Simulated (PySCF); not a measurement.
In(CF3)(F)2 (CF5In), SMILES [F][In]([F])[C](F)(F)F.

The structure is a stationary point at r2SCAN-D4/def2-SVP. The structure was generated by enumeration; whether it is a known compound was not checked. The def2 effective core potentials stand for the cores of In; spin–orbit coupling is left out.

All values below come from PBE/def2-TZVP (PySCF).

The molecule is in vacuum.

Question: Estimate the frontier levels, gap, dipole moment and polarisability. (The exact figures need the calculation; the answer reports its results.)

Answer: 
The highest occupied level comes out as -8.11 eV and the lowest empty level is -3.67 eV. The orbital gap is 4.44 eV and the dipole moment comes out as 0.428 e·Å. The quadrupole, principal values (traceless, Buckingham form, about the centre of nuclear charge) is -6.76, -5.37, 12.14 D·Å, the mean static polarisability is 48.9 bohr³ (7.25 Å³) and the polarisability, principal values comes out as 37.4, 47.2, 62.2 bohr³.
